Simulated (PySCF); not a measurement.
Ge(Cl)(SiH3)3, SMILES [SiH3][Ge]([SiH3])([SiH3])[Cl] (H9ClGeSi3), B3LYP/def2-SVP optimised geometry.

```
14

Si     1.20     2.13     1.76
Ge     0.22     0.80     0.00
Si    -2.19     0.80     0.00
Si     1.20    -1.39    -0.23
Cl     0.78     1.87    -1.88
H      0.89     1.50     3.08
H      2.68     2.18     1.58
H      0.64     3.50     1.72
H     -2.68     2.21     0.00
H     -2.68     0.09    -1.21
H     -2.68     0.10     1.22
H      0.89    -2.21     0.97
H      2.68    -1.26    -0.37
H      0.64    -2.06    -1.44
```

Density from B3LYP/def2-TZVP (PySCF) at that geometry.

Minimum of the electron density along straight lines between bonded atoms, close to the bond critical point (lines longer than 1.1 times the sum of covalent radii, or with two minima, are not listed):

| bond | length / Å | ρ at the minimum / e bohr⁻³ | ∇²ρ there / e bohr⁻⁵ | position (fraction from the first atom) |
|---|---|---|---|---|
| Si1–Ge2 | 2.410 | 0.087 | -0.13 | 0.46 |
| Ge2–Si3 | 2.410 | 0.087 | -0.13 | 0.54 |
| Ge2–Si4 | 2.410 | 0.087 | -0.13 | 0.54 |
| Ge2–Cl5 | 2.227 | 0.090 | 0.13 | 0.43 |
| Si1–H6 | 1.494 | 0.119 | 0.15 | 0.49 |
| Si1–H7 | 1.491 | 0.120 | 0.14 | 0.49 |
| Si1–H8 | 1.491 | 0.120 | 0.14 | 0.49 |
| Si3–H9 | 1.491 | 0.120 | 0.14 | 0.49 |
| Si3–H10 | 1.491 | 0.120 | 0.14 | 0.49 |
| Si3–H11 | 1.494 | 0.119 | 0.15 | 0.49 |
| Si4–H12 | 1.494 | 0.119 | 0.15 | 0.49 |
| Si4–H13 | 1.491 | 0.120 | 0.14 | 0.49 |
| Si4–H14 | 1.491 | 0.120 | 0.14 | 0.49 |
